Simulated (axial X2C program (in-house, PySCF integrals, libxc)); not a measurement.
**Which molecule has these constants?**

All values come from calculations with an axial X2C code built on PySCF integrals, spin-free (one-electron X2C) or two-component (2c: spin–orbit coupling with atomic mean-field Coulomb and Gaunt terms, which also bring small scalar terms), in Dyall basis sets with cores contracted in-house; open shells are unrestricted.

A two-component PBE0 calculation in a Dyall 3-zeta basis gave Re = 3.198 Å, ωe = 135.8 cm⁻¹, De = 0.71 eV, Ω = 5/2.

Question: Which molecule is it?
A. MnH⁺
B. LiMn⁺
C. NaMn⁺

Answer: C. The others have LiMn⁺ 2.880 Å and 258.1 cm⁻¹ (Ω = 5/2); MnH⁺ 1.609 Å and 1780.9 cm⁻¹ (Ω = 5/2).

Each entry is the lowest single determinant of a limited PBE0 search at one distance. De goes to single-determinant-based atoms at the same level (for ions the charge split of lowest energy) and is withheld (n/a) where an atom does not fit its ground term or J level. Main or longest-lived isotopes. One determinant is a doubtful description, or other states lie close, for NaMn⁺, LiMn⁺, MnH⁺; these need not be ground states, and all values refer to the states named. With several unpaired electrons the Ω given is that of one determinant, not necessarily of the lowest component.
